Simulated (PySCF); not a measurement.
Two species compared at the same levels of theory.

First species: C₂H₇NOSi₂.
SMILES: `C[Si@@H](C#N)O[SiH3]`

Second species: C3H5F3OS.
InChI=1S/C3H5F3OS/c1-8(7)3(6)2(4)5/h2-3H,1H3/t3-,8+/m0/s1

Levels: B3LYP/def2-SVPD for dipole moment, HOMO energy, LUMO energy, HOMO–LUMO gap, static isotropic polarisability and electronic spatial extent ⟨r²⟩ about the centre of nuclear charge; TDDFT B3LYP/def2-SVPD for lowest singlet excitation; TDA B3LYP/def2-SVPD for lowest triplet excitation (Tamm–Dancoff); GFN2-xTB for rotational constant A and rotational constant C. Geometries: GFN2-xTB. All species are isolated and taken at one optimised geometry, non-relativistic unless stated; the electronic structure was computed with PySCF and density fitting.

The conformers computed, where there is a choice (atom-mapped SMILES and torsion angles):
- `[CH3:1][S@@:2](=[O:3])[C@H:4]([F:5])[CH:6]([F:7])[F:8]`: C1–S2–C4–F5 52°, S2–C4–C6–F7 87°

| property | column X | column Y |
| --- | --- | --- |
| dipole moment | 3.89 D | 2.15 D |
| HOMO energy | -8.67 eV | -7.29 eV |
| LUMO energy | -0.93 eV | -0.75 eV |
| HOMO–LUMO gap | 7.74 eV | 6.54 eV |
| lowest singlet excitation | 6.68 eV | 5.40 eV |
| lowest triplet excitation (Tamm–Dancoff) | 5.98 eV | 4.67 eV |
| static isotropic polarisability | 79.9 au | 65.2 au |
| electronic spatial extent ⟨r²⟩ about the centre of nuclear charge | 1125 bohr² | 1083 bohr² |
| rotational constant A | 3.093 GHz | 2.503 GHz |
| rotational constant C | 1.055 GHz | 1.150 GHz |

Q: Which column belongs to which species?

A: Column X is the first species and column Y the second. The first has 13 atoms and 62 electrons, the second 13 and 74.

Q: How does each property change from the first species to the second?

A: dipole moment -1.74 D; HOMO energy +1.38 eV; LUMO energy +0.18 eV; HOMO–LUMO gap -1.20 eV; lowest singlet excitation -1.28 eV; lowest triplet excitation (Tamm–Dancoff) -1.31 eV; static isotropic polarisability -14.7 au; electronic spatial extent ⟨r²⟩ about the centre of nuclear charge -42 bohr²; rotational constant A -0.590 GHz; rotational constant C +0.095 GHz.

On the first: The polarisability is 11.85 Å³ as a volume (1 au = 0.148185 Å³), or 1.29 au for each of the 62 electrons. In atomic units the dipole is 1.53 e·bohr (1 au = 2.5417 D).

On the second: The polarisability is 9.67 Å³ as a volume (1 au = 0.148185 Å³), or 0.88 au for each of the 74 electrons. A dipole of 2.15 D is allowed in C1, and pure rotational transitions are dipole-allowed.
